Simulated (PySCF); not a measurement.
Computed structure and properties of [Gd(SH)4]−

System: [Gd(SH)4]− (singlet in the valence; each metal's 4f electrons, 7 of them, lie in its core potential, out of spins and levels); start: displaced along the imaginary mode (S4). Method: PySCF 2.14.0, RKS PBE0, Gd lcecp-1-SVP with ECP53, S def2-SVP, H def2-SVP; non-relativistic Hamiltonian with scalar-relativistic core potentials where named; density fitting; no spin-orbit coupling.

Input of the relaxation:

```python
mol = gto.M(atom='''
Gd     0.00000     0.00000    -0.00008
S      1.53083     1.67282     1.42654
H      2.35767     0.63400     1.79166
S     -1.53083    -1.67282     1.42654
H     -2.35767    -0.63400     1.79166
S      1.67273    -1.53107    -1.42651
H      0.63559    -2.36061    -1.78597
S     -1.67273     1.53107    -1.42651
H     -0.63559     2.36061    -1.78597''',
    basis={'Gd': 'lcecp-1-SVP', 'S': 'def2-SVP', 'H': 'def2-SVP'},
    ecp={'Gd': 'lcecp-1-SVP'},
    charge=-1, spin=0)
mf = dft.RKS(mol, xc='PBE0')
mf.grids.atom_grid = (50, 194)  # f atoms: unpruned, at least (60, 302)
mf = mf.density_fit()  # fitting sets: Gd AutoAux, S def2-universal-JKFIT, H def2-universal-JKFIT
mf.conv_tol = 1e-08; mf.max_cycle = 55
mf.kernel(dm0)  # dm0: converged density of the start geometry
# quasi-Newton relaxation in Cartesian coordinates to a largest gradient under 0.00045 Eh/bohr, steps kept in the point group
```

Run from Python with OMP_NUM_THREADS=2; the lines above give its settings. Where DIIS fails, smearing, a level shift and second-order steps follow.
It took 2.9 min on 2 threads of Arm Neoverse V1, on a shared host, from the converged density of the start.

Course of the relaxation:

```csv
step,energy above end (eV),largest force component within the symmetry (eV/Å)
0,0.0665,0.404
1,0.0427,0.062
2,0.0412,0.014
3,0.0389,0.055
4,0.0247,0.145
5,0.0206,0.174
6,0.0165,0.053
7,0.0146,0.046
15,0.0017,0.060
16,0.0012,0.049
17,0.0007,0.031
18,0.0001,0.019
19,0.0000,0.010
20,0.0000,0.004
```
(The steps between are left out.)

Relaxed geometry (S4):

```xyz
9

Gd    0.0000    0.0000    0.0012
S     1.4642    1.5916    1.5801
H     1.8278    0.5032    2.3011
S    -1.4642   -1.5916    1.5801
H    -1.8278   -0.5032    2.3011
S     1.5896   -1.4666   -1.5777
H     0.5018   -1.8326   -2.2985
S    -1.5896    1.4666   -1.5777
H    -0.5018    1.8326   -2.2985
```

| contact | Å |
| --- | --- |
| Gd1–S2 (SH) | 2.678 |
| Gd1–S4 (SH) | 2.678 |
| Gd1–S6 (SH) | 2.678 |
| Gd1–S8 (SH) | 2.678 |

On the finer grid (75, 302):

```json
{
  "HOMO": "-3.08 eV",
  "LUMO": "2.93 eV",
  "Dipole about the centre of mass": "0.00 D",
  "Set of Mulliken populations of Gd1 outside the core potential": "s 2.39, p 6.48, d 1.50, f 0.03",
  "D3(BJ) dispersion energy (not in the energies)": "-0.308 eV"
}
```

```csv
atom,Mulliken (e),Löwdin (e),spin (e)
Gd1,0.59,-0.52,0.00
S2,-0.47,-0.12,0.00
H3,0.08,0.00,0.00
S4,-0.47,-0.12,0.00
H5,0.08,0.00,0.00
S6,-0.47,-0.12,0.00
H7,0.08,0.00,0.00
S8,-0.47,-0.12,0.00
H9,0.08,0.00,0.00
```

The 4f levels lie in the core potential and are missing. Their spin isn't counted.

On the grid (50, 194), as all that follows. Harmonic modes: a minimum; lowest 60 cm⁻¹ (negative: unstable), highest 2682 cm⁻¹, zero-point energy 0.890 eV.

Taking off one SH (charge -1, singlet; the rest: singlet) in vacuum, both parts rigid, costs 4.61 eV; the small basis without counterpoise inflates it.

Rigid scan of SH along the line from its metal:

(distance to S2 (Å), energy (eV)): (2.38, 0.488), (2.48, 0.190), (2.58, 0.042), (2.68, 0.000), (2.78, 0.033), (2.88, 0.119), (3.08, 0.383), (3.38, 0.868), (3.78, 1.497), (4.28, 2.145)

One start shape was tried, so this needn't be the lowest isomer.

An lcecp potential fixes the number of 4f electrons, so in runs with it no electron can move into or out of that shell.
